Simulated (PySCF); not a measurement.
A calculated (UHF, PySCF 2.14, def2-TZVP, the non-relativistic Hamiltonian (point nucleus)) atom or ion has these occupied shells.

```
shell  electrons  orbital energy (eV)  rms radius, mean of both spins (bohr)
 1s α          1              -3242.0                                 0.0998
 1s β          1              -3241.5                                 0.0998
 2s α          1              -349.49                                  0.448
 2s β          1              -349.11                                  0.448
 2p α          3              -274.76                                  0.417
 2p β          3              -274.05                                  0.417
 3s α          1              -48.568                                   1.49
 3s β          1              -44.755                                   1.49
 3p α          3              -29.160                                   1.70
 3p β          2              -27.638                                   1.70
```

(1) Name the element and its charge.

Results:

(1) Ar+ (argon, charge +1), in [Ne] 3s2 3p5, 2P determinant.
